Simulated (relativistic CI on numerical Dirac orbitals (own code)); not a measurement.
Line list: Electric-dipole lines, Te⁶⁺

Method of calculation: Dirac-Coulomb-Breit CI, separate exchange-only KLI orbitals for each configuration, model QED (radiative potential, 1s self-energy scaled to tabulated hydrogen-like ionisation energies), unscaled Slater integrals (own radial code, finite nucleus).

Configurations in the expansion (outside the closed core [Ar] 3d10 4s2): 4p6 4d10, 4p6 4d9 5s, 4p6 4d9 4f, 4p6 4d9 5p, 4p6 4d9 5d, 4p6 4d9 6s, 4p6 4d9 6p, 4p6 4d9 5f, 4p6 4d9 6d, 4p5 4d10 4f, 4p6 4d9 5g, 4p6 4d9 6f. Double excitations out of closed p, d and f shells are left out; levels of such configurations are missing from the list, as are those of other unlisted configurations, and high levels can miss mixing partners.

```csv
λ vac (Å),Lower,Upper,A (s⁻¹),log gf,S velocity/length
115.64,4p6 4d10 1S_0 [1],4p6 4d9 6f 1P°_1 [149],9.71e+11,0.77,0.52
127.85,4p6 4d10 1S_0 [1],4p6 4d9 5f 1P°_1 [121],3.87e+11,0.45,0.57
151.94,4p6 4d10 1S_0 [1],4p6 4d9 4f 1P°_1 [59],4.09e+11,0.63,0.63
231.97,4p6 4d10 1S_0 [1],4p6 4d9 5p 1P°_1 [14],3.80e+10,-0.04,0.81
464.61,4p6 4d9 4f 3H°_6 [21],4p6 4d9 5g 3I_7 [110],1.17e+10,0.75,1.02
471.29,4p6 4d9 4f 3H°_5 [22],4p6 4d9 5g 1I_6 [111],9.63e+09,0.62,1.02
604.10,4p6 4d9 5p 3P°_2 [6],4p6 4d9 5d 3D_3 [33],3.87e+09,0.17,0.97
613.04,4p6 4d9 5p 3P°_2 [6],4p6 4d9 5d 3P_2 [30],8.52e+09,0.38,0.96
622.18,4p6 4d9 5p 3F°_2 [9],4p6 4d9 5d 3G_3 [45],7.17e+09,0.46,0.98
633.34,4p6 4d9 5p 3F°_3 [7],4p6 4d9 5d 3G_4 [27],1.10e+10,0.77,0.98
639.53,4p6 4d9 5d 3G_4 [27],4p6 4d9 5f 3H°_5 [76],1.22e+10,0.91,0.92
641.15,4p6 4d9 5d 3G_3 [45],4p6 4d9 5f 3H°_4 [86],1.20e+10,0.82,0.92
644.09,4p6 4d9 5p 3P°_2 [6],4p6 4d9 5d 3S_1 [23],9.38e+09,0.24,0.99
647.01,4p6 4d9 5d 1G_4 [47],4p6 4d9 5f 1H°_5 [90],1.23e+10,0.93,0.92
647.35,4p6 4d9 5d 3G_5 [29],4p6 4d9 5f 3H°_6 [75],1.27e+10,1.01,0.92
650.59,4p6 4d9 5d 3F_4 [39],4p6 4d9 5f 3G°_5 [81],1.02e+10,0.85,0.92
673.93,4p6 4d9 5p 3F°_4 [10],4p6 4d9 5d 3G_5 [29],1.08e+10,0.91,0.98
678.35,4p6 4d9 5p 3F°_3 [15],4p6 4d9 5d 1G_4 [47],1.05e+10,0.81,0.98
683.46,4p6 4d9 5p 3D°_2 [17],4p6 4d9 5d 3F_3 [52],7.64e+09,0.57,0.97
686.54,4p6 4d9 5p 3D°_3 [13],4p6 4d9 5d 3F_4 [39],7.36e+09,0.67,0.98
834.19,4p6 4d9 5s 3D_3 [2],4p6 4d9 5p 3D°_3 [13],2.36e+09,0.24,0.96
869.88,4p6 4d9 5s 3D_2 [3],4p6 4d9 5p 1D°_2 [12],2.25e+09,0.11,0.98
897.43,4p6 4d9 5s 3D_3 [2],4p6 4d9 5p 3F°_4 [10],3.10e+09,0.53,0.98
906.32,4p6 4d9 5s 1D_2 [5],4p6 4d9 5p 3F°_3 [15],2.60e+09,0.35,1.00
1023.7,4p6 4d9 5s 3D_2 [3],4p6 4d9 5p 3F°_3 [7],1.41e+09,0.19,0.99
1032.0,4p6 4d9 5s 3D_3 [2],4p6 4d9 5p 3P°_2 [6],2.02e+09,0.21,0.98
1361.5,4p6 4d9 6d 3G_5 [88],4p6 4d9 6f 3H°_6 [133],3.36e+09,1.08,0.90
1554.6,4p6 4d9 6p 3F°_4 [62],4p6 4d9 6d 3G_5 [88],2.53e+09,1.00,1.02
2030.9,4p6 4d9 5f 3H°_6 [75],4p6 4d9 5g 3I_7 [110],1.29e+09,1.08,1.03
2070.1,4p6 4d9 5f 3H°_5 [76],4p6 4d9 5g 1I_6 [111],1.16e+09,0.99,1.03
```

Terms are leading LS components. Brackets give the number of a level in order of energy, since labels repeat. The list gives strong lines, with weight on those to low levels, among the lowest 149 of 161 levels, so that lines to higher ones, which can be the strongest, are missing. Levels whose partners in the same complex of configurations lie outside the list can be far off, and so can their lines. Rates are taken at the computed energies, electric ones in the length gauge. A velocity-to-length ratio far from 1 marks an uncertain rate.

At this charge configurations can still be misplaced by up to about 7 % of their energy. Levels and lines within the n = 5 or 6 shells can be off by up to 10 % or somewhat more, and those that change n by about 2 %, since core polarisation is missing. 12 of the 14 excited levels that our extract of the measured tables holds in this range could be paired (the sources list more); they are missed by 1508 cm⁻¹ on average and 3318 at most, and levels without a partner can miss by more.

(1) From the table, what is the radiative lifetime of 4p6 4d9 5g 3I_7?

Answers

(1) The listed rates from this level add up to about 1.30e+10 s⁻¹, 100 % of its decay; with all channels τ = 7.72e-11 s.

LS names give the leading component of a level, which can be under half, so a name can repeat, a term be missing and a line seem to break the LS rules.
